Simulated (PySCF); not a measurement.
Stepwise substitution at one centre (B OH-I). Isolated molecules, 0 K electronic values unless said otherwise. One relaxed conformer stands for each flexible species; it need not be the lowest. Strings in code marks are SMILES.

The T1 excitation (TDA) from two functionals at the same geometries (PBE0-D3(BJ)/def2-TZVP), both in PySCF: PBE-D3(BJ)/def2-TZVP and ωB97X-D3(BJ)/def2-TZVP. Excitations are Tamm–Dancoff values on a coarser integration grid. The basis has no diffuse functions, so Rydberg states are missing or too high.

```tsv
species	PBE-D3(BJ)/def2-TZVP (eV)	ωB97X-D3(BJ)/def2-TZVP (eV)
0 of 3 OH replaced by I (`OB(O)O`)	6.61	7.89
1 of 3 OH replaced by I (`OB(O)I` (H–O–B–I torsion 180°, I–B–O–H torsion -180°))	4.89	6.04
2 of 3 OH replaced by I (`OB(I)I` (H–O–B–I torsion 0°))	4.27	5.36
3 of 3 OH replaced by I (`IB(I)I`)	2.95	3.91
```

Over these rows, drawn at random from the members with no instability flagged (it was tested for open shells, ions and some series alone), PBE minus ωB97X-D3(BJ): mean -1.12 eV, from -1.27 eV to -0.97 eV.
